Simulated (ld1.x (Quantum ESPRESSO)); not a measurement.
**Logarithmic derivatives: hydrogen (H), PAW**

hydrogen (H), PAW, made with ld1.x (Quantum ESPRESSO) 7.5 (PBE, scalar-relativistic). Core none, reference 1s0.5 (charge +0.5). Waves: 1s (bound): rcut 0.65, rcutus 0.90 bohr; 1s channel at -0.65 Ry: rcut 0.65, rcutus 0.90 bohr. Local part: all-electron potential smoothed inside 0.80 bohr (lloc = -2). Core correction: none. Augmentation charge: PSQ, inside the norm-conserving radii.

The phase is arctan(r·u′/u) with u = r·R(r), unwrapped; energies in Ry, scanned from -3 to 5 Ry. A pole is an energy at which the radial function vanishes at the test radius. The pseudo phase is shifted by a multiple of π to meet the all-electron one at the reference energy, and phase errors are pseudo minus all-electron; the curves can meet again beyond the range given. Levels narrower than the energy grid can be missing from the lists of poles.

| channel | radius (bohr) | reference energy (Ry) | poles, all-electron | poles, pseudo | unbroken range about the reference energy with phases within 0.05 rad | phase error 1 Ry above the reference energy (rad) |
| --- | --- | --- | --- | --- | --- | --- |
| s | 0.99 | -0.93 | 4.81 | 4.80 | the whole range | -0.000 |

Phases in the s channel:

```tsv
E (Ry)	all-electron	pseudo
-3.00	0.754	0.754
-2.76	0.701	0.701
-2.52	0.641	0.641
-2.28	0.571	0.571
-2.04	0.491	0.491
-1.80	0.398	0.398
-1.56	0.291	0.291
-1.32	0.171	0.171
-1.08	0.037	0.037
-0.84	-0.107	-0.107
-0.60	-0.256	-0.256
-0.36	-0.403	-0.403
-0.12	-0.544	-0.544
0.12	-0.674	-0.674
0.36	-0.790	-0.790
0.60	-0.892	-0.892
0.84	-0.981	-0.981
1.08	-1.058	-1.059
1.32	-1.125	-1.126
1.56	-1.184	-1.184
1.80	-1.235	-1.235
2.04	-1.280	-1.280
2.28	-1.320	-1.320
2.52	-1.355	-1.355
2.76	-1.387	-1.387
3.00	-1.416	-1.416
3.24	-1.442	-1.442
3.48	-1.466	-1.466
3.72	-1.488	-1.489
3.96	-1.508	-1.509
4.20	-1.528	-1.528
4.44	-1.545	-1.546
4.68	-1.562	-1.563
4.92	-1.578	-1.579
```
